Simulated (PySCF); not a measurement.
## Levels of Nb³⁸⁺ from EOM-EA-GCCSD

Reference: closed-shell Nb³⁹⁺, 1s2; one electron is added. Calculated with PySCF 2.14, two-component X2C-1e with screened spin-orbit coupling, an even-tempered Gaussian basis (17 s from 7.7 bohr⁻², ratio 2.6; 12 p from 10 bohr⁻², ratio 2.6; 6 d from 10 bohr⁻², ratio 2.8; 3 f from 450 bohr⁻², ratio 2.8); frozen nothing; the 38 highest virtual spinors dropped; of the others 52 kept and the rest restored at second order. No Breit or QED terms. Binding energies in eV.

```
level  Koopmans
2s1/2    5429.0
2p1/2    5347.3
2p3/2    5229.6
```

(1) How does correlation move these levels?

For comparison, the ionisation energy of Nb³⁸⁺ is 5426.1 eV (theoretical estimate listed by NIST; NIST Atomic Spectra Database, ionization energies).

Only part of the computed levels is shown.

Answers

(1) 2s1/2: second order 5429.2, EOM-CCSD 5429.2; 2p1/2: second order 5347.6, EOM-CCSD 5347.6; 2p3/2: second order 5229.9, EOM-CCSD 5229.9.
